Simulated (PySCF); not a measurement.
Two-component Hartree-Fock for Kr²⁺ (krypton, charge +2)

Start: [Ar] 3d10 4s2 4p4; 4p1/2 filled at m_j = -1/2, +1/2; 4p3/2 filled at m_j = +1/2, +3/2. Calculated with PySCF 2.14 in x2c-TZVPPall-2c (6s7p4d1f, 54 functions): generalised Hartree-Fock with the X2C-1e Hamiltonian and a Gaussian nucleus; one run each with spin-orbit coupling (SO) switched off, then screened by Boettger's factors.

```csv
spinor shell,electrons,"ε, spin-free (eV)","ε, screened SO (eV)",weight of nominal j (screened SO),"rms radius, screened SO (bohr)"
1s1/2,2,-14430.7,-14430.1,1.000,0.0478
2s1/2,2,-1986.3,-1986.1,1.000,0.199
2p1/2,2,-1753.7,-1790.6,1.000,0.174
2p3/2,4,-1753.7,-1735.9,1.000,0.178
3s1/2,2,-330.77,-330.66,1.000,0.564
3p1/2,2,-254.20,-260.01,0.999,0.574
3p3/2,4,-254.20,-251.29,0.999,0.585
3d3/2,4,-127.36,-128.15,0.981,0.609
4s1/2,2,-54.020,-53.981,0.999,1.63
4p3/2,2,-37.148,-37.843,0.809,1.86
4p1/2,2,-37.148,-36.539,0.723,1.87
```

Task: Where does 3d5/2 lie, and what is the 3d spin-orbit splitting (screened SO)?

Result: At -126.68 eV, 1.469 eV above 3d3/2.

```
   quantity    spin-free  screened SO
E (hartree)  -2786.75307  -2786.93284
        M_J            2            2
       ⟨J²⟩        6.010        6.017
       ⟨L²⟩        2.007        2.154
       ⟨S²⟩        2.003        1.935
```

Each row is a mean over spinors that exchange with the open shell spreads, by up to 6.586 eV (4s1/2).

Rows whose weight is well below 1 are mixtures of j = l ± 1/2: exchange outweighs spin-orbit coupling there, and the label is only the starting occupation.

Without spin-orbit coupling the j labels of p, d and f shells carry no meaning; the spin-free column gives the mean over the occupied spinors of each nl shell.
